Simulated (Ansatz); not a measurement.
Input for Ansatz (a quantum-chemistry and plane-wave program):
Ansatz 0.2 input:
```yaml
crystal:
  periodic: [false, false, false]
  atoms:
    - {symbol: F, position_ang: [1.45897544, 0.00611585, -0.16670084]}
    - {symbol: Si, position_ang: [-0.01625899, -0.01100853, 0.42782874]}
    - {symbol: F, position_ang: [-0.71842192, 1.26220476, -0.21712895]}
    - {symbol: F, position_ang: [-0.71526175, -1.25119624, -0.28168158]}
basis:
  gaussian:
    orbitals: pcseg-2
hamiltonian:
  xc: {name: SVWN5}
magnetization: {spin_polarized: true, initial_magnetization: 1}
```

Question: Estimate the <S^2> that SVWN5/pcseg-2 (Ansatz) returns for this input.

Answer: 0.751

Question: Give the number of basis functions at the level SVWN5/pcseg-2.

Answer: 124

Question: Predict the total energy from SVWN5/pcseg-2.

Answer: -586.2810 Eh
